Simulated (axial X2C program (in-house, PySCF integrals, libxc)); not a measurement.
Sb₂⁻: from the spin-free to the two-component result

Calculated with an in-house relativistic program for diatomic molecules. Spin-free means the one-electron spin-free X2C Hamiltonian; two-component (2c) means X2C with spin–orbit coupling and atomic mean-field two-electron Coulomb and Gaunt terms, so the difference of the two also holds small scalar two-electron terms. Basis: Sb dyall-acv3z [12s13p9d5f1g] (cores contracted in-house); Gaussian nuclei, density fitting, unrestricted open shells. Masses: Sb 120.904 u.

Spin-free state: M_S = 1/2, Λ = 1 (beyond evenly filled blocks: π+α); fragments Sb- + Sb.

| level | Re (Å) | ωe (cm⁻¹) | De (eV) |
| --- | --- | --- | --- |
| PBE0 | 2.563 | 254.2 | 3.064 |
| TPSS | 2.590 | 239.7 | 3.303 |

(1) Within this multiplet, which Ω should lie lowest by the rule for regular and inverted multiplets?

Two-component determinant lowest at the distance of the search:

Ω = 1/2 (⟨Sz⟩ = -0.49, ⟨Lz⟩ = 0.99 at PBE0); fragments Sb- + Sb.

```json
{"level": "PBE0", "Re (Å)": "2.569", "ωe (cm⁻¹)": "250.8", "De (eV)": "3.089"}
{"level": "TPSS", "Re (Å)": "2.595", "ωe (cm⁻¹)": "237.1", "De (eV)": "3.367"}
```

(2) From the two tables, how do the constants change at the PBE0 level (2c against spin-free)?

One determinant describes the state; a PBE0 search over occupations chose it and may have missed a lower one. De is counted from the lowest determinant-based energies of the atoms at the same level, without counterpoise correction. Density functionals use the spin component along the axis (collinear). The functionals have no current-density term, which raises determinants with orbital currents, atoms included. The highest occupied level of some functionals is positive through self-interaction error; at Hartree–Fock it is bound.

Answers

(1) The open π shell holds one electron, so the multiplet is regular: Ω = Λ − 1/2 = 1/2. The PBE0 2c search agrees.

(2) At the PBE0 level Re increases by 0.006 Å and ωe falls by 3.4 cm⁻¹; De changes by 0.025 eV.
